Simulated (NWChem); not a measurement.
System: CdH₄O₂F₂; SMILES [OH2]->[Cd](<-[OH2])([F])[F]

The following NWChem deck was run.

```
start job
memory heap 200 mb stack 900 mb global 1100 mb
geometry units angstroms noautoz
  Cd     0.000000     0.000000    -0.384639
  F      1.951690     0.000000    -0.650694
  F     -1.951690     0.000000    -0.650694
  O      0.000000    -1.954974     1.026288
  H     -0.772252    -2.513109     0.874868
  H      0.772252    -2.513109     0.874868
  O      0.000000     1.954974     1.026288
  H      0.772252     2.513109     0.874868
  H     -0.772252     2.513109     0.874868
end
basis spherical
  Cd library def2-svp
  F library def2-svp
  O library def2-svp
  H library def2-svp
end
ecp
  Cd library def2-ecp
end
dft
  xc xtpss03 ctpss03
  iterations 150
  mulliken
end
task dft energy
```

Output (shortened):

```
             Northwest Computational Chemistry Package (NWChem) 7.3.0
             --------------------------------------------------------

 C2V symmetry detected

                             Geometry "geometry" -> ""
                             -------------------------

 Output coordinates in angstroms (scale by  1.889725989 to convert to a.u.)

  No.       Tag          Charge          X              Y              Z
 ---- ---------------- ---------- -------------- -------------- --------------
    1 Cd                  48.0000     0.00000000     0.00000000    -0.26539384
    2 F                    9.0000     1.95169000     0.00000000    -0.53144884
    3 F                    9.0000    -1.95169000     0.00000000    -0.53144884
    4 O                    8.0000     0.00000000    -1.95497400     1.14553316
    5 H                    1.0000    -0.77225200    -2.51310900     0.99411316
    6 H                    1.0000     0.77225200    -2.51310900     0.99411316
    7 O                    8.0000     0.00000000     1.95497400     1.14553316
    8 H                    1.0000     0.77225200     2.51310900     0.99411316
    9 H                    1.0000    -0.77225200     2.51310900     0.99411316

 Effective nuclear repulsion energy (a.u.)     535.4885996544

      Symmetry information
      --------------------

 Group name             C2v
 Group number             16
 Group order               4
 No. of unique centers     4

                                 NWChem DFT Module
                                 -----------------

 Summary of "ao basis" -> "ao basis" (spherical)
 ------------------------------------------------------------------------------
       Tag                 Description            Shells   Functions and Types
 ---------------- ------------------------------  ------  ---------------------
 Cd                         def2-svp                11       31   5s3p2d1f
 F                          def2-svp                 6       14   3s2p1d
 O                          def2-svp                 6       14   3s2p1d
 H                          def2-svp                 3        5   2s1p

      Symmetry analysis of basis
      --------------------------

        a1         39
        a2         16
        b1         26
        b2         26

            General Information
            -------------------
          SCF calculation type: DFT
          Wavefunction type:  closed shell.
          No. of atoms     :     9
          No. of electrons :    58
           Alpha electrons :    29
            Beta electrons :    29
          Charge           :     0
          Spin multiplicity:     1
          Use of symmetry is: on ; symmetry adaption is: on
          Maximum number of iterations: 150
          AO basis - number of functions:   107
                     number of shells:    47
          Convergence on energy requested:  1.00D-06
          Convergence on density requested:  1.00D-05
          Convergence on gradient requested:  5.00D-04

              XC Information
              --------------
                  TPSS metaGGA Exchange Functional  1.000
             TPSS03 metaGGA Correlation Functional  1.000

             Grid Information
             ----------------
          Grid used for XC integration:  medium
          Radial quadrature: Mura-Knowles
          Angular quadrature: Lebedev.
          Tag              B.-S. Rad. Rad. Pts. Rad. Cut. Ang. Pts.
          ---              ---------- --------- --------- ---------
          Cd                  1.55      123          10.0       590
          F                   0.50       49          11.0       434
          O                   0.60       49          11.0       434
          H                   0.35       45          12.0       434
          Grid pruning is: on
          Number of quadrature shells:   266
          Spatial weights used:  Erf1

      Superposition of Atomic Density Guess
      -------------------------------------

 Sum of atomic energies:        -541.93813252

      Non-variational initial energy
      ------------------------------

 Total energy =    -517.125578
 1-e energy   =   -1344.449865
 2-e energy   =     545.898946
 HOMO         =      -0.470882
 LUMO         =      -0.091578

      Symmetry analysis of molecular orbitals - initial
      -------------------------------------------------

  Numbering of irreducible representations:

     1 a1          2 a2          3 b1          4 b2

  Orbital symmetries:

     1 a1          2 b1          3 a1          4 b2          5 a1
     6 b1          7 b2          8 a1          9 a1         10 b2
    11 a1         12 b1         13 a1         14 a2         15 b1
    16 b1         17 b2         18 a2         19 a1         20 a1
    21 b1         22 b2         23 a1         24 a2         25 b1
    26 b2         27 a1         28 b2         29 a1         30 a1
    31 b2         32 a1         33 b1         34 a1         35 b2
    36 a2         37 b1         38 a1         39 a1

     ---------------------------------------------
      Total Density - Mulliken Population Analysis
     ---------------------------------------------

    Atom       Charge   Shell Charges
 -----------   ------   -------------------------------------------------------
    1 Cd  20    18.62  -0.36  1.60  0.76  0.30  0.08  5.95  0.17  0.10  9.20  0.82  0.00
    2 F    9     9.81   1.99  1.16  0.81  3.59  2.25  0.00
    3 F    9     9.81   1.99  1.16  0.81  3.59  2.25  0.00
    4 O    8     8.56   1.99  1.08  0.60  3.01  1.87  0.00
    5 H    1     0.66   0.53  0.08  0.06
    6 H    1     0.66   0.53  0.08  0.06
    7 O    8     8.56   1.99  1.08  0.60  3.01  1.87  0.00
    8 H    1     0.66   0.53  0.08  0.06
    9 H    1     0.66   0.53  0.08  0.06

   convergence    iter        energy       DeltaE   RMS-Dens  Diis-err
 ---------------- ----- ----------------- --------- --------- ---------
 d= 0,ls=0.0,diis     1   -519.7829381045 -8.01D+02  3.08D-02  1.58D+00
 d= 0,ls=0.0,diis     2   -518.6854045467  1.10D+00  2.20D-02  1.30D+01
 d= 0,ls=0.0,diis     3   -519.9655009207 -1.28D+00  3.51D-03  1.90D-01
 d= 0,ls=0.0,diis     4   -519.9758914816 -1.04D-02  1.35D-03  8.15D-02
 d= 0,ls=0.0,diis     5   -519.9832493888 -7.36D-03  2.77D-04  1.71D-03
  Resetting Diis
 d= 0,ls=0.0,diis     6   -519.9833979199 -1.49D-04  7.67D-05  1.54D-04
 d= 0,ls=0.0,diis     7   -519.9834130924 -1.52D-05  3.21D-05  2.10D-06
 d= 0,ls=0.0,diis     8   -519.9834123400  7.52D-07  1.96D-05  1.07D-05
 d= 0,ls=0.0,diis     9   -519.9834133436 -1.00D-06  1.51D-06  7.34D-08
 d= 0,ls=0.0,diis    10   -519.9834133489 -5.27D-09  5.96D-07  1.02D-08

         Total DFT energy =     -519.983413348915
      One electron energy =    -1349.323115269779
           Coulomb energy =      603.000262442442
    Exchange-Corr. energy =      -55.085901413881
 Nuclear repulsion energy =      281.425340892304

 Numeric. integr. density =       58.000015828531

                  Occupations of the irreducible representations
                  ----------------------------------------------

                     irrep           alpha         beta
                     --------     --------     --------
                     a1               12.0         12.0
                     a2                3.0          3.0
                     b1                7.0          7.0
                     b2                7.0          7.0

                       DFT Final Molecular Orbital Analysis
                       ------------------------------------

 Vector   27  Occ=2.000000D+00  E=-2.350148D-01  Symmetry=a1
              MO Center=  2.3D-14,  6.5D-15, -3.0D-01, r^2= 4.1D+00
   Bfn.  Coefficient  Atom+Function         Bfn.  Coefficient  Atom+Function
  ----- ------------  ---------------      ----- ------------  ---------------
    37      0.356804  2 F  pz                51      0.356804  3 F  pz
     4     -0.314236  1 Cd s                 19      0.299063  1 Cd d  2
    40     -0.257484  2 F  pz                54     -0.257484  3 F  pz
    35     -0.180459  2 F  px                49      0.180459  3 F  px
     2      0.156111  1 Cd s                 17     -0.151360  1 Cd d  0

 Vector   28  Occ=2.000000D+00  E=-2.286563D-01  Symmetry=a2
              MO Center=  6.0D-15,  1.7D-15, -5.1D-01, r^2= 4.0D+00
   Bfn.  Coefficient  Atom+Function         Bfn.  Coefficient  Atom+Function
  ----- ------------  ---------------      ----- ------------  ---------------
    36      0.457578  2 F  py                50     -0.457578  3 F  py
    39     -0.332691  2 F  py                53      0.332691  3 F  py
    15      0.263398  1 Cd d -2              75     -0.040658  5 H  s
    80      0.040658  6 H  s                 99     -0.040658  8 H  s
   104      0.040658  9 H  s

 Vector   29  Occ=2.000000D+00  E=-2.271893D-01  Symmetry=b1
              MO Center= -9.1D-14, -1.7D-15, -5.1D-01, r^2= 4.0D+00
   Bfn.  Coefficient  Atom+Function         Bfn.  Coefficient  Atom+Function
  ----- ------------  ---------------      ----- ------------  ---------------
    37      0.442291  2 F  pz                51     -0.442291  3 F  pz
    40     -0.322140  2 F  pz                54      0.322140  3 F  pz
    18     -0.266930  1 Cd d  1              35      0.121146  2 F  px
    49      0.121146  3 F  px                38     -0.081723  2 F  px
    52     -0.081723  3 F  px                 9      0.026276  1 Cd px

 Vector   30  Occ=0.000000D+00  E=-4.602350D-02  Symmetry=a1
              MO Center= -2.6D-15, -7.3D-15, -2.9D-01, r^2= 5.5D+00
   Bfn.  Coefficient  Atom+Function         Bfn.  Coefficient  Atom+Function
  ----- ------------  ---------------      ----- ------------  ---------------
     5      0.683384  1 Cd s                 62     -0.316502  4 O  s
    86     -0.316502  7 O  s                  2     -0.307614  1 Cd s
     4      0.288853  1 Cd s                 35     -0.218497  2 F  px
    49      0.218497  3 F  px                19      0.197868  1 Cd d  2
    75      0.180956  5 H  s                 80      0.180956  6 H  s

 Vector   31  Occ=0.000000D+00  E=-7.311414D-04  Symmetry=b2
              MO Center=  3.8D-15, -2.9D-14,  5.4D-01, r^2= 9.1D+00
   Bfn.  Coefficient  Atom+Function         Bfn.  Coefficient  Atom+Function
  ----- ------------  ---------------      ----- ------------  ---------------
    62      0.547198  4 O  s                 86     -0.547198  7 O  s
    13      0.416901  1 Cd py                75     -0.392037  5 H  s
    80     -0.392037  6 H  s                 99      0.392037  8 H  s
   104      0.392037  9 H  s                 61      0.152536  4 O  s
    85     -0.152536  7 O  s                 67     -0.140693  4 O  py

 Vector   32  Occ=0.000000D+00  E= 1.536705D-02  Symmetry=a1
              MO Center=  3.0D-15,  1.9D-14,  9.1D-02, r^2= 8.3D+00
   Bfn.  Coefficient  Atom+Function         Bfn.  Coefficient  Atom+Function
  ----- ------------  ---------------      ----- ------------  ---------------
    14      0.563953  1 Cd pz                62     -0.496979  4 O  s
    86     -0.496979  7 O  s                 75      0.365293  5 H  s
    80      0.365293  6 H  s                 99      0.365293  8 H  s
   104      0.365293  9 H  s                  4     -0.271355  1 Cd s
     5     -0.177433  1 Cd s                 11      0.147721  1 Cd pz

     ---------------------------------------------
      Total Density - Mulliken Population Analysis
     ---------------------------------------------

    Atom       Charge   Shell Charges
 -----------   ------   -------------------------------------------------------
    1 Cd  20    19.34  -0.38  1.68  0.70  0.63  0.02  5.98  0.34  0.30  9.05  1.02  0.00
    2 F    9     9.47   1.99  1.12  0.84  3.30  2.21  0.00
    3 F    9     9.47   1.99  1.12  0.84  3.30  2.21  0.00
    4 O    8     8.24   1.99  1.08  0.61  2.88  1.68  0.01
    5 H    1     0.81   0.68  0.06  0.07
    6 H    1     0.81   0.68  0.06  0.07
    7 O    8     8.24   1.99  1.08  0.61  2.88  1.68  0.01
    8 H    1     0.81   0.68  0.06  0.07
    9 H    1     0.81   0.68  0.06  0.07

     -------------------------------------------
      Total Density - Lowdin Population Analysis
     -------------------------------------------

    Atom       Charge   Shell Charges
 -----------   ------   -------------------------------------------------------
    1 Cd  20    19.66   0.01  0.99  0.93  0.50  0.20  5.64  0.74  0.40  8.70  1.54  0.00
    2 F    9     9.36   1.98  1.03  0.82  3.20  2.32  0.00
    3 F    9     9.36   1.98  1.03  0.82  3.20  2.32  0.00
    4 O    8     8.01   1.97  0.85  0.57  2.69  1.91  0.02
    5 H    1     0.90   0.56  0.16  0.18
    6 H    1     0.90   0.56  0.16  0.18
    7 O    8     8.01   1.97  0.85  0.57  2.69  1.91  0.02
    8 H    1     0.90   0.56  0.16  0.18
    9 H    1     0.90   0.56  0.16  0.18

     Multipole analysis of the density
     ---------------------------------

     L   x y z        total         alpha         beta         nuclear
     -   - - -        -----         -----         ----         -------
     0   0 0 0     -0.000000    -29.000000    -29.000000     58.000000

     1   1 0 0     -0.000000     -0.000000     -0.000000      0.000000
     1   0 1 0     -0.000000     -0.000000     -0.000000     -0.000000
     1   0 0 1      0.810407     -6.616099     -6.616099     14.042606

     2   2 0 0    -40.170022   -146.767057   -146.767057    253.364092
     2   1 1 0     -0.000000     -0.000000     -0.000000      0.000000
     2   1 0 1     -0.000000     -0.000000     -0.000000      0.000000
     2   0 2 0    -14.139217   -161.363943   -161.363943    308.588669
     2   0 1 1      0.000000      0.000000      0.000000     -0.000000
     2   0 0 2    -32.506258    -72.393015    -72.393015    112.279772
```

Level: TPSS/def2-SVP with def2 effective core potentials on Cd. Coordinates come from a PBE0/def2-SVP optimisation. Not confirmed as a minimum by frequencies. def2 effective core potentials on Cd; no spin-orbit coupling.
